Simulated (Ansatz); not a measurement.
The same ligand exchange along the group Li, Na, K.

Gas-phase electronic energies from Ansatz, PBE0-D4/def2-TZVP geometries. CCSD(T)/CBS adds triple-zeta CCSD(T) − MP2 to the extrapolated MP2 energy (def2 sets, frozen cores). This one scheme is used for every species. DFT in def2-TZVPP. For K, Li, Na outer-core shells are correlated without core-valence functions, which leaves a few kJ/mol of doubt a bond. Scalar relativity is left out up to krypton.

| reaction | CCSD(T)/CBS(def2) (kJ/mol) |
| --- | --- |
| `[Li][SH]` + CH₃SH → `[Li][S]C` + H₂S | 26 |
| `[Na][SH]` + CH₃SH → `C[S][Na]` + H₂S | ? |
| `[SH][K]` + CH₃SH → `C[S][K]` + H₂S | 28 |

Problem. Fill in the missing values. (Estimate.)

Solution. The calculation gave: `[Na][SH]` + CH₃SH → `C[S][Na]` + H₂S: +27.0 kJ/mol.

Largest T1 diagnostic: 0.010, for `C[S][Na]`.
